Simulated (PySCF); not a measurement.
A calculated (M06-L, PySCF 2.14, cc-pVTZ, no relativity, point nucleus) atom or ion has these occupied shells.

```json
{"shell": "1s α", "electrons": "1", "orbital energy (eV)": "-6412.4", "rms radius, mean of both spins (bohr)": "0.0713"}
{"shell": "1s β", "electrons": "1", "orbital energy (eV)": "-6412.4", "rms radius, mean of both spins (bohr)": "0.0713"}
{"shell": "2s α", "electrons": "1", "orbital energy (eV)": "-760.34", "rms radius, mean of both spins (bohr)": "0.305"}
{"shell": "2s β", "electrons": "1", "orbital energy (eV)": "-757.25", "rms radius, mean of both spins (bohr)": "0.305"}
{"shell": "2p α", "electrons": "3", "orbital energy (eV)": "-651.27", "rms radius, mean of both spins (bohr)": "0.275"}
{"shell": "2p β", "electrons": "3", "orbital energy (eV)": "-649.01", "rms radius, mean of both spins (bohr)": "0.275"}
{"shell": "3s α", "electrons": "1", "orbital energy (eV)": "-107.49", "rms radius, mean of both spins (bohr)": "0.923"}
{"shell": "3s β", "electrons": "1", "orbital energy (eV)": "-100.14", "rms radius, mean of both spins (bohr)": "0.923"}
{"shell": "3p α", "electrons": "3", "orbital energy (eV)": "-75.783", "rms radius, mean of both spins (bohr)": "0.988"}
{"shell": "3p β", "electrons": "3", "orbital energy (eV)": "-68.596", "rms radius, mean of both spins (bohr)": "0.988"}
{"shell": "3d α", "electrons": "5", "orbital energy (eV)": "-25.791", "rms radius, mean of both spins (bohr)": "1.24"}
```

(1) Name the element and its charge.

Results:

(1) Mn²⁺ (manganese, charge +2), in [Ar] 3d5, high-spin 6S determinant.
